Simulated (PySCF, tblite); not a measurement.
C7H8F3P.
Numbering: `[CH3:1][CH2:2][p:3]1[cH:4][cH:5][c:6]([C:7]([F:8])([F:9])[F:10])[cH:11]1` (hydrogens: H12, H13, H14 on C1; H15, H16 on C2; H17 on C4; H18 on C5; H19 on C11)

Structure optimised with GFN2-xTB, isolated species.

Q: What internal coordinates does the optimisation give?

A: 
```tsv
bond	length (Å)	order
C1–C2	1.521	single
C2–P3	1.866	single
P3–C4	1.800	aromatic
C4–C5	1.347	aromatic
C5–C6	1.442	aromatic
C6–C7	1.494	single
C7–F8, C7–F9, C7–F10	1.345	single
C6–C11	1.351	aromatic
P3–C11	1.798	aromatic
C1–H12, C1–H13, C1–H14	1.088	single
C2–H15, C2–H16	1.093	single
C4–H17	1.076	single
C5–H18	1.078	single
C11–H19	1.077	single
```

Bonds in one row agree within 0.01 Å and their mean is given. Orders are formal, as drawn. A selection of angles:
```tsv
angle	degrees
C1–C2–P3	114.8
C2–P3–C4	103.9
C2–P3–C11	103.1
C4–P3–C11	89.6
P3–C4–C5	111.2
C4–C5–C6	113.1
C5–C6–C7	120.7
C5–C6–C11	114.7
C7–C6–C11	124.6
C6–C7–F8	112.3
C6–C7–F9	113.0
F8–C7–F9	106.4
P3–C11–C6	110.2
```

Dihedral angles: C1–C2–P3–C4 -48° (synclinal); C5–C6–C7–F8 47° (synclinal). The mirror-image conformer, all signs reversed, is as good.

Of the pairs four or more bonds apart, C11···H14 is among the closest relative to their van der Waals radii: 2.75 Å, 95 % of the sum of Bondi's values. The 5-membered ring P3–C4–C5–C6–C11 has internal angles of 89.6° to 114.7° (sum 539°, against 540° for a flat polygon); it is slightly puckered (a soft mode that the optimisation may not have finished), 0.05 Å rms from its mean plane, widest ring torsion 10°. The 3 C–P bonds span 1.798 Å (P3–C11, drawn aromatic) to 1.866 Å (C2–P3, drawn single), a spread of 0.068 Å. The C–C distances run from 1.347 Å (C4–C5, drawn aromatic) to 1.521 Å (C1–C2, drawn single), a spread of 0.174 Å. P3 (ring phosphorus) is pyramidal (angles 103.9°, 103.1° and 89.6°, sum 296.5°, 0.87 Å off the plane of its three neighbours).

Point group: C1 (no symmetry element, even within 0.4 Å). Its lowest GFN2-xTB frequency is 14 cm⁻¹, too small to tell a flat minimum from a shallow saddle. The numbers are those of one conformer. 3 starts were optimised and ended at 0.00, 0.55 and 0.61 kcal/mol (GFN2-xTB); the lowest of these is shown.

The numbers are calculated, not measured.
